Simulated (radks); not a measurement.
Task: The table gives one normalised radial function P(r) = r R(r) of Tm3.3+ in [Xe] 4f11.7 (r in bohr). Method: scalar-relativistic Kohn-Sham, LDA (Slater exchange, Perdew-Wang correlation), spin-unpolarised, spherical densities, finite nucleus; Fermi nuclear charge, rms radius 5.2256 fm; computed with a radial shooting solver on a logarithmic mesh with Libxc functionals.

r,P
0.001456,0.1710
0.001668,0.1892
0.001911,0.2087
0.002207,0.2308
0.002528,0.2530
0.002897,0.2761
0.003319,0.2999
0.003833,0.3254
0.004391,0.3490
0.005031,0.3714
0.00581,0.3925
0.006656,0.4087
0.007626,0.4196
0.008807,0.4232
0.01009,0.4168
0.01156,0.3984
0.01335,0.3630
0.0153,0.3122
0.01752,0.2424
0.02024,0.1468
0.02319,0.0365
0.02656,-0.0906
0.03068,-0.2373
0.03515,-0.3778
0.04027,-0.5073
0.04651,-0.6142
0.05328,-0.6669
0.06104,-0.6538
0.06993,-0.5599
0.08077,-0.3655
0.09253,-0.1003
0.106,0.2181
0.1224,0.5626
0.1403,0.8313
0.1607,0.9775
0.1856,0.9378
0.2126,0.6897
0.2436,0.2559
0.2813,-0.3313
0.3223,-0.8977
0.3693,-1.3603
0.4265,-1.6397
0.4886,-1.6688
0.5598,-1.4975
0.6465,-1.1782
0.7407,-0.8375
0.8486,-0.5315
0.98,-0.2885
1.123,-0.1421
1.286,-0.0609
1.474,-0.0224
1.702,-0.0064
1.95,-0.0016
2.234,-0.0003
2.58,0.0000
2.956,0.0000
3.387,0.0000
3.911,0.0000
4.481,0.0000

Which n and l does it have? It may be an empty orbital.

Result: n = 4, l = 0: the number of nodes gives n - l - 1 = 3, the rise at small r (about r^(l+1), flatter next to the nucleus through relativity) gives l, and the extent must fit the shell. The curve is that of 4s. 4s: eigenvalue -482.18 eV, 3 radial nodes at r = 0.0242, 0.0967, 0.260 bohr, <r> = 0.498 bohr, 90 % of the charge inside 0.715 bohr.
